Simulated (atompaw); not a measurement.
**Zr (Z = 40): one change to a PAW (atompaw) potential, before and after**

```json
{
  "Element": "Zr",
  "Generator": "atompaw 4.2.0.5",
  "Type": "PAW",
  "Functional": "PBE",
  "Relativity": "scalar-relativistic",
  "Frozen core": "[Ar] 3d10",
  "Valence charge": "12",
  "Reference configuration": "4s2 4p6 4d2 5s1.5 5p0 (charge +0.5)",
  "Partial waves": "4s (bound): rc 2.25 bohr; 5s (bound): rc 2.90 bohr; 4p (bound): rc 2.30 bohr; 5p (bound, empty): rc 2.90 bohr; 4d (bound): rc 2.90 bohr; 4d channel at -0.05 Ry: rc 2.90 bohr",
  "Local potential": "ultrasoft scheme with l = 3 at 0 Ry, radius 2.55 bohr",
  "Core correction": "smooth core density matched at 2.70 bohr",
  "Augmentation charge": "besselshape compensation charge, radius 2.85 bohr; PAW radius 2.90 bohr; waves and projectors: custom polynom vanderbiltortho"
}
```

Change: local potential ultrasoft scheme with l = 3 at 0 Ry, radius 1.90 bohr.

Cutoffs: the cutoffs (Ry, on a coarse ladder) from which the occupation-weighted sum of valence levels, in a spherical-Bessel basis at the reference potential, stays within 10 and 1 mRy of its value at 400 Ry; they do not see the model core or the augmentation charge, which bear on the density cutoff.

**Question.** What does the change do?

**Answer.** The potential gets neither clearly harder nor softer (18 Ry and 30 Ry → 18 Ry and 30 Ry); the bound ghost in s disappears; the range in which the s phases agree widens (upper end -0.4 → 1.5); the range in which the p phases agree narrows (upper end 3.8 → 0.4). A state that the projectors do not describe sees the local part alone, so a deeper or shallower local part can create or remove a ghost.

| quantity | base | changed |
| --- | --- | --- |
| cutoff, loose | 18 Ry | 18 Ry |
| cutoff, tight | 30 Ry | 30 Ry |
| bound ghosts | s | none |
| s: phases at 2.91 bohr within 0.05 rad from the reference energy up to (Ry; the scan ends near 5) | -0.4 | 1.5 |
| p: phases at 2.91 bohr within 0.05 rad from the reference energy up to (Ry; the scan ends near 5) | 3.8 | 0.4 |
| d: phases at 2.91 bohr within 0.05 rad from the reference energy up to (Ry; the scan ends near 5) | 1.8 | to the end of the scan |
| lowest overlap eigenvalue by channel | s 0.56, p 0.65, d 0.93 | s 0.50, p 0.62, d 0.92 |

 A true bound ghost makes a file unfit for plane-wave use even where its test errors are small: the radial tests pick states by their node count and pass the ghost by. The cutoffs see the waves, projectors and local potential, not the compensation charge or the core.
